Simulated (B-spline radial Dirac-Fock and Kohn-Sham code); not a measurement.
Model: multi-electron Dirac-Fock with separately optimised hole states, Breit and Lamb-shift corrections added in first order. Program: a radial B-spline solver. The model has no electron correlation.

Q: Identify the element and charge state from the binding energies below (tabulated ground configuration; the least bound level is included).

| level | binding energy (eV) |
| --- | --- |
| L1 | 16565.9 |
| M1 | 4916.4 |
| M2 | 4625.5 |
| M3 | 4162.2 |
| N2 | 1820.7 |
| N3 | 1690.3 |
| N6,7 | 1207.1 |

A: Tl³²⁺: Z = 81 with 49 electrons, [Kr] 4d10 4f3.

Values without a named source are computed, but for edge energies of neutral atoms, which are taken from tables.
